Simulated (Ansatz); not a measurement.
Isomers of B₅H₄I²⁻ (singlet), relaxed with PBE0-D4/def2-SVPD; total energies from Ansatz at PBE-QIDH/def2-TZVPD.

| isomer | description | energy (Eh) |
| --- | --- | --- |
| A | [closo-1-(I)B5H4]2- (B5H4I²⁻) | -424.01819 |
| B | [closo-2-(I)B5H4]2- (B5H4I²⁻) | -424.02208 |

In the def2 sets I takes a core potential; there is no spin–orbit coupling. Correlated methods freeze 9 core orbitals; core or outer-core shells of I are correlated, in sets that lack core-valence functions. A multiply charged anion in the gas phase is held together partly by the finite basis.

Q: Work out the relative energies (1 Eh = 2625.5 kJ/mol) and the Boltzmann populations at 298 K from electronic energies alone (R = 8.314 J/mol/K).

A: ΔE: A 10.2, B 0.0 kJ/mol. RT = 2.48 kJ/mol. Factors exp(−ΔE/RT): A 0.0164, B 1; sum 1.016. Populations: A 1.6 %, B 98.4 %. Zero-point energy, vibrational entropy and symmetry numbers are left out and can shift these; an error of 4 kJ/mol changes a ratio by a factor of 5.0. Over the other density-functional and correlated levels in def2 sets, the gap between B and A ranges from 11 to 14 kJ/mol.
